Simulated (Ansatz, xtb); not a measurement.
**Ligand exchange: GeH3Cl + GaF → GeH3F + GaCl**

Species: GeH3Cl `[Cl][GeH3]`, singlet; GaF, singlet; GeH3F (fluorogermane) `[F][GeH3]`, singlet; GaCl, singlet. The partners trade Cl for F: Ge–Cl and Ga–F bonds give way to Ge–F and Ga–Cl.

Shapes, held fixed at every level: PBE0-D4/def2-TZVP. Programs: Ansatz 0.2.0, xtb 6.7.1. The zero-point and thermal change to 298 K, harmonic and unscaled (PBE0-D4/def2-TZVP), is +0.7 kJ/mol.

```tsv
level	kind	ΔH(298 K) (kJ/mol)	less CCSD(T)/def2-TZVPP
GFN0-xTB	semi-empirical	+65.5	+69.0
PBE-D4/def2-TZVPP	GGA	-0.7	+2.8
r2SCAN-D4/def2-TZVPP	meta-GGA	-3.2	+0.3
B3LYP/6-31G* (spherical functions)	global hybrid	-1.6	+1.9
r2SCAN0-D4/def2-TZVPP	global hybrid	-5.0	-1.5
wB97M-V/def2-TZVPP	range-separated hybrid	-2.0	+1.5
wB97X-V/def2-TZVPP	range-separated hybrid	-1.1	+2.4
CCSD(T)/def2-TZVPP	coupled cluster or CI	-3.5	0.0
```

The highest level, CCSD(T)/def2-TZVPP, gives ΔH(298 K) = -3.5 kJ/mol; the levels span -5.0 to +65.5. That is about zero within the method's error. They disagree on the sign: 1 of 8 are positive. GFN0-xTB strays far from the other rows. The column of differences is taken from that level and isn't an error. No measured value is set beside it here. Relativity is left out for Ga, Ge. Outer-core shells of Ga, Ge are correlated, in sets that cover them unevenly.
